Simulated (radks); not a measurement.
Problem. Species: the cadmium ion Cd20+. Configuration: [Ar] 3d10 (the NIST ground configuration). Calculated with a radial shooting solver on a logarithmic mesh with Libxc functionals: Dirac Kohn-Sham, PBE, spin-unpolarised, spherical densities, point nucleus.

Spin-orbit splittings of the eigenvalues, e(l+1/2) - e(l-1/2), with zeta = 2 splitting/(2l+1) and mean radii in bohr:

| shell | occ. | splitting (eV) | zeta (eV) | <r> j=l-1/2 | <r> j=l+1/2 |
|---|---|---|---|---|---|
| 2p | 6 | ? | ? | 0.1110 | 0.1162 |
| 3p | 6 | 35.75 | 23.83 | 0.3432 | 0.3534 |
| 3d | 10 | 7.427 | 2.971 | 0.3227 | 0.3259 |

Estimate the 2p splitting.

Solution. 193.2 eV (zeta = 128.8 eV).
